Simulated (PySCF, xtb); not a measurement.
C₄H₃S, SMILES [c]1sccc1, multiplicity 2.

Harmonic wavenumbers (cm⁻¹) from GFN2-xTB in xtb at its own minimum, in rising order: 332, 470, 573, 704, 732, 777, 819, 825, 843, 1047, 1069, 1154, 1276, 1435, 1550, 3117, 3150, 3162.

Task: What does PBE-D3(BJ)/def2-SVP run with PySCF give at its own minimum? (Estimate from the structure and the level; the computed values follow.)

Result: 349, 508, 595, 648, 709, 748, 809, 837, 868, 1016, 1045, 1167, 1298, 1415, 1520, 3138, 3161, 3182. Paired by order, the mean absolute difference is 24 cm⁻¹ and the zero-point energies are 32.9 and 32.9 kcal/mol.
